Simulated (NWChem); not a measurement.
Molecule: CdH2S2; SMILES [SH][Cd][SH]

```xyz
5

Cd     0.0000     0.0000    -0.0196
S     -0.0305    -2.3455    -0.0282
H      0.9290    -2.4420     0.9201
S      0.0305     2.3455    -0.0282
H     -0.9290     2.4420     0.9201
```
Atoms are numbered in this order, from 1.

Structure relaxed at the PBE0/def2-SVP level. def2 effective core potentials on Cd; no spin-orbit coupling.

Symmetry labels are those of C2 in the frame above (b1 and b2, or b-type labels, depend on it).

Question: List the 4 lowest vertical singlet excitations from CAM-B3LYP/def2-SVP with def2 effective core potentials on Cd, full TDDFT (NWChem).

Answer: 
```
state  energy (eV)  oscillator strength  symmetry  leading excitation (squared amplitude)
-----  -----------  -------------------  --------  --------------------------------------
S1            4.75                0.024         b                      HOMO → LUMO (0.97)
S2            4.76                0.024         a                    HOMO−1 → LUMO (0.97)
S3            5.65                0.016         b                    HOMO−2 → LUMO (0.35)
S4            5.70                0.000         b                    HOMO → LUMO+2 (0.49)
```
